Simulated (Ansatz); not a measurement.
Species: SbHF, charge 0, doublet. SbHF (SMILES [SbH][F], doublet).
B3LYP-D3(BJ)/def2-TZVP minimum from Ansatz (a first-principles code):
```xyz
3

Sb    -0.1173    -0.1988     0.1682
H     -1.5390    -0.0773    -0.8038
F      0.8359     1.1349    -0.8641
```
Charge 0, spin multiplicity 2.

Total energies in def2-TZVPP, 13 correlated electrons, 10 frozen orbitals. Open shells are spin-unrestricted; no spin-orbit coupling. Correlated methods leave the cores frozen (noble-gas shells, and filled d and f shells in the p block). Past Kr the def2 sets carry scalar-relativistic core potentials. Spin-orbit terms, left out, reach several kcal/mol for Br and I, and more for heavier atoms.

```
method    program  energy (Eh)  minus CCSDT(Q) (mEh)
--------  -------  -----------  --------------------
HF         Ansatz   -339.33527                384.08
MP2        Ansatz   -339.69155                 27.80
CCSD       Ansatz   -339.70643                 12.92
CCSD(T)    Ansatz   -339.71813                  1.22
CCSDT(Q)   Ansatz   -339.71935                  0.00
```

Rough core times of Ansatz's runs on a shared machine: CCSD(T) 20 s, CCSDT(Q) 20 min.
